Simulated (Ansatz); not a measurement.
A run for Ansatz (a program for electronic structure): R-r2SCAN/def2-TZVPP on CH4Be (SMILES [BeH][CH3]), atoms moved off the minimum.

Ansatz 0.2 input:
```yaml
crystal:
  periodic: [false, false, false]
  atoms:
    - {symbol: Be, position_ang: [-0.90843734, -0.47981183, -0.12836872]}
    - {symbol: H, position_ang: [-2.16185335, -1.02267115, -0.30010275]}
    - {symbol: C, position_ang: [0.59364004, 0.28947276, 0.07473995]}
    - {symbol: H, position_ang: [0.95456555, -0.05147605, 1.04470375]}
    - {symbol: H, position_ang: [0.35269465, 1.33018943, 0.10080770]}
    - {symbol: H, position_ang: [1.23485247, 0.00627398, -0.70717711]}
basis:
  gaussian:
    orbitals: def2-TZVPP
hamiltonian:
  xc: {name: r2SCAN}
scf: {lower_state_search: off}
output: {forces: true}
```

The head of its log:

```
WARN ansatz: RAYON_NUM_THREADS=2 ignored (pool sized by the plan → 2); use --threads N
Functional definition: r2SCAN
these checks for a lower state are left out or cut short: stability, starts, cluster_reference, orbital_swaps, neighbouring_geometries, increment
integrals: 0.02 GiB planned
557 factors; their error is unknown
mean field: 0.24 GiB planned
mean field evaluation 1: about -1494.3493 eV, gradient 5.9e1 eV
mean field evaluation 2: about -1487.9651 eV, gradient 7.0e1 eV
```

Predict the final total energy.

-55.2105 hartree.
